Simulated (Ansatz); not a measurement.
Species: sum formula HBOBr2, charge 0, multiplicity 1. 
Geometry from a B3LYP-D3(BJ)/def2-TZVP (Ansatz, a program for electronic structure) optimisation:
```
B
O 1 1.3387
H 2 0.9649 1 114.43
Br 1 1.9178 2 118.65 3 180.00
Br 1 1.9380 2 121.17 3 0.00
```

Wanted: atomisation energy (electronic, to ground-state atoms), in kcal/mol. Valence correlation only, unless marked. Open shells are spin-unrestricted. No spin-orbit coupling. Frozen are the shells of the preceding noble gas and the d and f shells that filled before the atom's block. Non-relativistic. The coupled-cluster limit lacks core correlation, which all-electron functionals hold. CBS marks a two-point X^-3 extrapolation of the correlation energy; Hartree-Fock from the larger set (for Q and 5 zeta extrapolated as (X+1)exp(-9√X)).

```json
[
 {"level": "BLYP/def2-TZVPD", "program": "Ansatz", "atomisation energy (kcal/mol)": "421.4"},
 {"level": "B2GP-PLYP-D3(BJ)/def2-TZVPD", "program": "Ansatz + dftd3", "atomisation energy (kcal/mol)": "426.7"}
]
```

Question: Estimate the value at CCSD(T)/CBS(cc-pVQZ,cc-pV5Z) as computed with Ansatz.

Answer: 429.4 kcal/mol, so B2GP-PLYP-D3(BJ)/def2-TZVPD differs from it by -2.7 kcal/mol.
